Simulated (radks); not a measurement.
Initial-state core-level shifts of the gold ion Au+ when its valence configuration changes from [Xe] 4f14 5d10. Method: scalar-relativistic Kohn-Sham, PBEsol, spin-unpolarised, spherical densities, finite nucleus; Fermi nuclear charge, rms radius 5.4371 fm; computed with a radial shooting solver on a logarithmic mesh with Libxc functionals. Shifts are changes of the shell-averaged eigenvalues in eV (positive: less bound); the change of the density at the nucleus, which sets a Mossbauer isomer shift, is in e/bohr^3, on a base of 2.299e+06.

| valence | 3p | 4s | 4p | 4d | density at nucleus |
|---|---|---|---|---|---|
| 4f13 5d10 6p1 | -20.773 | -18.455 | -17.882 | -17.343 | +152.7 |
| 4f12 5d10 6p2 | -42.721 | -37.729 | -36.538 | -35.444 | +316.3 |
| 4f12 5d10 6s2 | -39.130 | -34.123 | -32.934 | -31.844 | +697.4 |
| 4f14 5d9 6s1 | -3.417 | -3.394 | -3.394 | -3.397 | +177.7 |
| 4f13.5 5d10 6s0.5 | -9.304 | -8.184 | -7.904 | -7.638 | +157.4 |
| 4f14 5d8 6s2 | -7.085 | -7.026 | -7.026 | -7.032 | +383.6 |
| 4f14 5d9.5 6s0.5 | -1.676 | -1.665 | -1.665 | -1.667 | +85.5 |
| 4f14 5d9 6p1 | -5.213 | -5.197 | -5.197 | -5.198 | +9.1 |
| 4f13 5d10 6s1 | -18.936 | -16.610 | -16.037 | -15.500 | +325.5 |
